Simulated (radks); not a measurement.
Question: Re69+, configuration [He] 2s2 2p2. Method: Dirac Kohn-Sham, PBE, spin-unpolarised, spherical densities, point nucleus; open shells are shared between the two j in proportion to 2j + 1; computed with a radial shooting solver on a logarithmic mesh with Libxc functionals. Some entries of the table are withheld. Estimate them.

orbital      occ.  eigenvalue (eV)  <1/r> (bohr^-1)
1s1/2           2        -79385.24              (1)
2s1/2           2        -19209.44            22.52
2p1/2    0.666667              (2)              (3)
2p3/2     1.33333              (4)              (5)

Answer: 
(1) 1s1/2 <1/r> (bohr^-1): 89.00
(2) 2p1/2 eigenvalue (eV): -18910.77
(3) 2p1/2 <1/r> (bohr^-1): 22.40
(4) 2p3/2 eigenvalue (eV): -17333.17
(5) 2p3/2 <1/r> (bohr^-1): 18.75
